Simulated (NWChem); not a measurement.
## Atomisation of CH₂Cl₃FSi

SMILES: FC[Si](Cl)(Cl)Cl
```xyz
8

F      2.3407     1.1881     0.0000
C      1.8618    -0.1078     0.0000
Si    -0.0290    -0.1145     0.0000
Cl    -0.7515     0.8339     1.6772
Cl    -0.7515     0.8339    -1.6772
Cl    -0.6321    -2.0889     0.0000
H      2.2337    -0.6426     0.8930
H      2.2337    -0.6426    -0.8930
```
Charge 0, spin multiplicity 1.

The numbers come from NWChem runs, not from measurements. The geometry was optimised at B3LYP/def2-SVP, a minimum by its harmonic frequencies.

Basis set: def2-SVP. The atomisation energy is electronic alone: no zero-point, thermal, spin-orbit or counterpoise terms. No value is extrapolated to the basis-set limit. Free atoms are single determinants with multiplicities F 2, C 3, Si 3, Cl 2, H 2. Correlated methods freeze the same cores in atoms and molecule, 22 orbitals in all.

The cost column gives rough processor time relative to HF; each entry includes its own SCF. Costs are the molecule's.

B3LYP has NWChem's definition, with VWN1-RPA local correlation. GW and range-separated runs recompute their integrals, the others keep them in memory, which bears on the times. The structure started from a generated list of species. The stability of the SCF solutions was not checked. Open-shell Hartree-Fock references start from PBE0 orbitals; any time given for them includes that run.

```json
[
 {"method": "r2SCAN", "atomisation energy (kcal/mol)": "(withheld)", "relative cost": "3"},
 {"method": "HF", "atomisation energy (kcal/mol)": "488.0", "relative cost": "1"},
 {"method": "CAM-B3LYP", "atomisation energy (kcal/mol)": "663.2", "relative cost": "9"},
 {"method": "PBE0", "atomisation energy (kcal/mol)": "671.2", "relative cost": "under 3"},
 {"method": "B3LYP", "atomisation energy (kcal/mol)": "655.1", "relative cost": "under 3"},
 {"method": "MP2", "atomisation energy (kcal/mol)": "(withheld)", "relative cost": "3"},
 {"method": "M06-2X", "atomisation energy (kcal/mol)": "(withheld)", "relative cost": "under 3"},
 {"method": "PBE", "atomisation energy (kcal/mol)": "686.5", "relative cost": "under 3"}
]
```

Q: Complete the blanks.

A: 
- r2SCAN, atomisation energy (kcal/mol): 676.7
- MP2, atomisation energy (kcal/mol): 642.5
- M06-2X, atomisation energy (kcal/mol): 675.2
